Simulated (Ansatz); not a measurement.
`OB[SiH3]` + CH₃OH → `COB[SiH3]` + H₂O at 298.15 K and 1 bar (ligand exchange at a B–O bond).

Program: Ansatz. Geometries: PBE0-D4/def2-TZVP. ΔE: electronic, gas phase. CCSD(T)/CBS is the MP2 limit (def2-TZVPP, def2-QZVPP) plus CCSD(T) − MP2 in def2-TZVPP, frozen cores. This one scheme is used for every species. One conformer a species, not always the lowest.

| species | CCSD(T)/CBS energy (Eh) | H − E (kJ/mol) | S (J/(mol·K)) |
| --- | --- | --- | --- |
| `OB[SiH3]` | -392.07510 | 152.2 | 296.1 |
| CH₃OH | -115.61712 | 146.3 | 238.2 |
| `COB[SiH3]` | -431.31805 | 229.8 | 333.5 |
| H₂O | -76.37941 | 66.4 | 188.7 |

H − E and S are ideal-gas, rigid-rotor, harmonic terms from PBE0-D4/def2-TZVP, for one conformer and one mirror image of each species. 1 Eh = 2625.50 kJ/mol, R = 8.31446 J/(mol·K).

By hand: ΔE, ΔH, ΔS and ΔG.

ΔE = (-431.31805) + (-76.37941) − (-392.07510) − (-115.61712) = -0.00524 Eh = -13.8 kJ/mol. Δ(H − E) = 229.8 + 66.4 − 152.2 − 146.3 = -2.3, so ΔH = -16.1 kJ/mol. ΔS = 333.5 + 188.7 − 296.1 − 238.2 = -12.1 J/(mol·K). ΔG = -16.1 − 298.15 × (-12.1)/1000 = -12.5 kJ/mol.

By hand: the equilibrium constant, and the temperature at which ΔG would vanish if ΔH and ΔS stayed fixed.

log₁₀ K = −ΔG/(RT ln 10) = 2.2. ΔG = 0 at ΔH/ΔS = 1331 K, though so small a ΔS makes that figure unsure.

The number of gas molecules stays the same, so ΔS is small and ΔH decides. A doubt of 5 kJ/mol in ΔE shifts log₁₀ K by 0.9 here. Other conformers and mirror images would add mixing entropy, several J/(mol·K) or more a flexible species. These are equilibria of isolated gas molecules and say nothing of rates. Largest T1 diagnostic: 0.014 (customary marks: 0.02 for closed shells, 0.045 for open ones).
